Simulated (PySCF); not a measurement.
## Continuum solvent and chemical shifts

Mapped SMILES: `[Cl:1][B:2]([Cl:3])[B:4]([Cl:5])[Cl:6]`.

GIAO PBE0/pcSseg-1 in PySCF on one PBE0-D3(BJ)/def2-SVP conformer, non-relativistic, equivalent nuclei averaged. Solvents enter as an IEF-PCM continuum (benzene with ε = 2.3, chloroform with ε = 4.7) around the gas-phase geometry.

Gas phase, σ in ppm: Cl1/Cl3/Cl5/Cl6 618.0, B2/B4 36.5. Dipole moment 0.01 D.

(1) How does each σ change in the continuum?

(2) Which nuclei move most (in ppm), and what does the model miss?

Answers

(1) 
| atoms | environment | Δσ, benzene | Δσ, chloroform |
| --- | --- | --- | --- |
| Cl1/Cl3/Cl5/Cl6 | chlorine bonded to B | +3.2 | +5.3 |
| B2/B4 | boron bonded to B, 2 Cl | +0.1 | +0.1 |

Changes are relative to the gas phase.

(2) Cl1/Cl3/Cl5/Cl6 (chlorine bonded to B, +5.3 ppm) in chloroform. A continuum only polarises the solute; specific hydrogen bonds, the anisotropy of aromatic solvents and changes of geometry or conformer are outside it.
